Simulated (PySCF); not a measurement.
# Electron correlation in Os³⁺ (osmium, charge +3)

[Xe] 4f14 5d5, high-spin 6S determinant. Computed with PySCF 2.14 in def2-TZVPPD with the def2 core potential (60 electrons), with scalar relativity through the core potential. Frozen: nothing; 13 electrons correlated.

```json
{"level": "CCSD", "correlation energy (mhartree)": "-272.37"}
{"level": "(T)", "correlation energy (mhartree)": "-5.04"}
{"level": "CCSD(T)", "correlation energy (mhartree)": "-277.41"}
```

Diagnostics: T1 = 0.0030, D1 = 0.0053, largest double amplitude 0.022.

Cost of the coupled-cluster step: about 12 core-seconds, for 13 correlated electrons.

The basis has no tight functions for the innermost shells, so their pair energies are far from complete.

This basis was not built for core-valence correlation, so the inner-shell part is incomplete.
